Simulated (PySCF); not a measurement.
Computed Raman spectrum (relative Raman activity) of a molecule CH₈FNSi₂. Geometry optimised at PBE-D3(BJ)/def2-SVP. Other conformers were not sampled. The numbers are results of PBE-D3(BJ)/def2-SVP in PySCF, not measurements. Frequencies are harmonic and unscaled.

Lines under 2 % of the strongest are left out, and lines within 2 cm⁻¹ are merged.

```json
[
 {"ν (cm⁻¹)": "513", "relative intensity": "7.3"},
 {"ν (cm⁻¹)": "616", "relative intensity": "4.4"},
 {"ν (cm⁻¹)": "702", "relative intensity": "4.1"},
 {"ν (cm⁻¹)": "723", "relative intensity": "7.2"},
 {"ν (cm⁻¹)": "754", "relative intensity": "2.8"},
 {"ν (cm⁻¹)": "805", "relative intensity": "3.6"},
 {"ν (cm⁻¹)": "831", "relative intensity": "3.4"},
 {"ν (cm⁻¹)": "867", "relative intensity": "5.2"},
 {"ν (cm⁻¹)": "897", "relative intensity": "10"},
 {"ν (cm⁻¹)": "909", "relative intensity": "7.2"},
 {"ν (cm⁻¹)": "919", "relative intensity": "8.1"},
 {"ν (cm⁻¹)": "928", "relative intensity": "5.0"},
 {"ν (cm⁻¹)": "1025", "relative intensity": "3.9"},
 {"ν (cm⁻¹)": "1058", "relative intensity": "2.6"},
 {"ν (cm⁻¹)": "1241", "relative intensity": "5.3"},
 {"ν (cm⁻¹)": "1583", "relative intensity": "5.1"},
 {"ν (cm⁻¹)": "2142", "relative intensity": "76"},
 {"ν (cm⁻¹)": "2161", "relative intensity": "100"},
 {"ν (cm⁻¹)": "2173", "relative intensity": "52"},
 {"ν (cm⁻¹)": "2185", "relative intensity": "41"},
 {"ν (cm⁻¹)": "2198", "relative intensity": "53"},
 {"ν (cm⁻¹)": "2876", "relative intensity": "65"},
 {"ν (cm⁻¹)": "3401", "relative intensity": "85"},
 {"ν (cm⁻¹)": "3483", "relative intensity": "44"}
]
```

**Question.** Which molecule gave these data?
(A) N[SiH2]C[SiH2]F
(B) N[C@H]([SiH3])[SiH2]F
(C) FC[SiH2]N[SiH3]
(D) N[Si@H](F)C[SiH3]

**Answer.** B, N[C@H]([SiH3])[SiH2]F
